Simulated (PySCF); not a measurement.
Species: CH13NSi4.
InChI=1S/CH13NSi4/c3-1-6-2(4)5/h1,6H2,3-5H3

Torsions of this conformer, `[SiH3:1][CH2:2][SiH2:3][N:4]([SiH3:5])[SiH3:6]`: Si1–C2–Si3–N4 -33°, C2–Si3–N4–Si5 -67°.

The closed-shell ground state was solved at several levels (PySCF, density fitting, gas phase, non-relativistic). Isolated species at its PBE0-D3(BJ)/def2-SVP geometry (one conformer only).

| level | basis functions | HOMO (eV) | LUMO (eV) | gap (eV) | dipole (D) |
| --- | --- | --- | --- | --- | --- |
| mPW1PW91/pcSseg-1 | 195 | -7.60 | -0.14 | 7.46 | 0.77 |
| PBE0/pcSseg-1 | 195 | -7.57 | -0.17 | 7.40 | 0.77 |

**Question.** What might wB97X-D/def2-SVPD (240 basis functions) give for the same quantities?

**Answer.** HOMO -9.37 eV, LUMO 1.48 eV, gap 10.85 eV, dipole 0.83 D.

**Question.** Over all these levels, which gives the widest orbital gap and which the narrowest?

**Answer.** wB97X-D/def2-SVPD (range-separated hybrid) has the widest, 10.85 eV, and PBE0/pcSseg-1 (global hybrid, 25 % exact exchange) the narrowest, 7.40 eV. Functional and basis both differ between the two, so the spread mixes both effects.

**Question.** How far do the dipole and the HOMO energy spread over the levels?

**Answer.** The dipole runs from 0.77 to 0.83 D (mean 0.79 D) and the HOMO from -9.37 to -7.57 eV.
